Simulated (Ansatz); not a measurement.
The same redistribution along the group B, Ga, In.

Computed with Ansatz on PBE0-D4/def2-TZVP structures; ΔE is electronic, products minus reactants. CCSD(T)/CBS adds triple-zeta CCSD(T) − MP2 to the extrapolated MP2 energy (def2 sets, frozen cores). DFT in def2-TZVPP. Elements past krypton have def2 core potentials. For Br, Ga, In outer-core shells are correlated without core-valence functions, which leaves a few kJ/mol of doubt a bond. Scalar relativity is left out up to krypton. Each species was taken in one conformer, which may not be the lowest.

```
                                                           reaction  PBE-D4 (kJ/mol)  HF/CBS(def2) (kJ/mol)  CCSD/CBS(def2) (kJ/mol)  ωB97X-V (kJ/mol)
                    `OCBBr` + `N[SiH](F)S` → `NBBr` + `OC[SiH](F)S`              -55                    -42                      -45               -50
`O[CH2][GaH][Br]` + `N[SiH](F)S` → `[NH2][GaH][Br]` + `OC[SiH](F)S`                7                     20                       14                10
`O[CH2][InH][Br]` + `N[SiH](F)S` → `[NH2][InH][Br]` + `OC[SiH](F)S`               43                     38                       40                37
```

Question: Give the CCSD(T)/CBS values in the same order. (Best estimate.)

Answer: The calculation gave: -47, 11, 40 kJ/mol.

Largest T1 diagnostic: 0.013, for `[NH2][InH][Br]`.
